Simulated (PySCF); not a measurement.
First SCF of a structure search on doublet HRuO₂, at a hand-made trigonal pyramidal geometry. PySCF input:

```python
from pyscf import gto, scf, dft
mol = gto.M(atom='''
Ru     0.000000     0.000000     0.000000
O     -0.754900     1.307600     0.802800
O     -0.754900    -1.307600     0.802800
H      1.386200     0.000000     0.737100''',
    basis={'Ru': 'def2-TZVP', 'O': 'def2-TZVP', 'H': 'def2-TZVP'},
    ecp={'Ru': 'def2-TZVP'},
    charge=0, spin=1)
mf = dft.UKS(mol, xc='PBE0')
mf.grids.atom_grid = (50, 194)
aux = {'Ru': 'def2-universal-JKFIT', 'O': 'def2-universal-JKFIT', 'H': 'def2-universal-JKFIT'}
mf = mf.density_fit(auxbasis=aux)
mf.conv_tol = 1e-08
mf.diis_space = 10
mf.max_cycle = 60
mf.init_guess = 'minao'
mf.verbose = 4
mf.kernel()
```

Excerpt of the output (cycles alone):

```
init E= -237.864525925761
cycle= 1 E= -245.506235192923  delta_E= -7.64  |g|= 0.715  |ddm|= 3.01
cycle= 2 E= -244.738812579783  delta_E= 0.767  |g|= 1.47  |ddm|= 1.75
cycle= 3 E= -245.640387672158  delta_E= -0.902  |g|= 0.516  |ddm|= 1.52
cycle= 4 E= -245.724068988381  delta_E= -0.0837  |g|= 0.214  |ddm|= 0.312
cycle= 5 E= -245.740110369589  delta_E= -0.016  |g|= 0.0334  |ddm|= 0.118
cycle= 6 E= -245.740547532959  delta_E= -0.000437  |g|= 0.0128  |ddm|= 0.0298
cycle= 7 E= -245.740688103343  delta_E= -0.000141  |g|= 0.00413  |ddm|= 0.0173
cycle= 8 E= -245.740764730128  delta_E= -7.66e-05  |g|= 0.0033  |ddm|= 0.0155
cycle= 9 E= -245.740840040756  delta_E= -7.53e-05  |g|= 0.0033  |ddm|= 0.0146
cycle= 10 E= -245.740771662195  delta_E= 6.84e-05  |g|= 0.00308  |ddm|= 0.0136
cycle= 11 E= -245.740546826819  delta_E= 0.000225  |g|= 0.00141  |ddm|= 0.0745
cycle= 12 E= -245.740526744675  delta_E= 2.01e-05  |g|= 0.000719  |ddm|= 0.026
cycle= 13 E= -245.740526268329  delta_E= 4.76e-07  |g|= 0.000315  |ddm|= 0.00931
cycle= 14 E= -245.740526484681  delta_E= -2.16e-07  |g|= 0.000137  |ddm|= 0.000951
cycle= 15 E= -245.740526552003  delta_E= -6.73e-08  |g|= 6.97e-05  |ddm|= 0.000636
cycle= 16 E= -245.740526568806  delta_E= -1.68e-08  |g|= 3.5e-05  |ddm|= 0.000671
cycle= 17 E= -245.740526571397  delta_E= -2.59e-09  |g|= 1.28e-05  |ddm|= 0.000216
Extra cycle  E= -245.74052657159  delta_E= -1.93e-10  |g|= 2.57e-05  |ddm|= 3.27e-05
converged SCF energy = -245.74052657159  <S^2> = 0.78766988  2S+1 = 2.0373217
```

This is not the lowest solution: all starts ended here, but a stability analysis within the same unrestricted form found one 15.5 kJ/mol lower, at -245.74644 Eh.

With open d or f shells other occupations or spin states may lie lower.

The search for the lowest solution, 3 starts and the stability check together, took 16 s on 4 threads of a shared Arm Neoverse V1 host, with 108 basis functions; the process peaked at 0.49 GiB.
